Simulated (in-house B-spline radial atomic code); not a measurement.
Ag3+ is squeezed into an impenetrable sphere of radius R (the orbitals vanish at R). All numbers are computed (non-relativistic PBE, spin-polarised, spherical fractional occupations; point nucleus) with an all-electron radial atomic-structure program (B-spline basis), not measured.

Energies in eV above the free ion in [Kr] 4d8:

```
R (bohr)  highest level (eV)   [Kr] 4d8  [Ar] 3d10 4s2 4p5 4d9  [Ar] 3d9 4s2 4p6 4d8 4f1  -dE/dV in [Kr] 4d8 (GPa)
    7.23               -43.4  1.516e-05                  50.71                       408                  9.07e-05
    6.94               -43.4   4.05e-05                  50.71                     408.1                  0.000244
     4.8               -43.4    0.03108                  50.74                     410.4                     0.345
    4.53               -43.3    0.06907                  50.77                     411.1                     0.852
    3.55               -42.5      1.157                  51.89                       416                      22.3
    3.06               -40.8      4.602                  55.49                     422.4                       119
    2.48               -34.2      24.35                  76.21                     446.8                      1010
    2.28               -29.2      44.34                  97.07                     468.7                      2230
    1.67                15.8      315.8                  375.8                     746.8                     33300
    1.51                45.4      550.9                  614.7                     985.4                     73600
```

**Question.** Does [Ar] 3d10 4s2 4p5 4d9 fall below [Kr] 4d8 under compression?

**Answer.** No, it stays above over the whole range.

**Question.** Does [Ar] 3d9 4s2 4p6 4d8 4f1 fall below [Kr] 4d8 under compression?

**Answer.** No, it stays above over the whole range.

The highest level is first positive in the row R = 1.67 bohr, pushed up by confinement above the zero of the free ion's potential. Each configuration is held fixed and needn't be the lowest in the sphere.
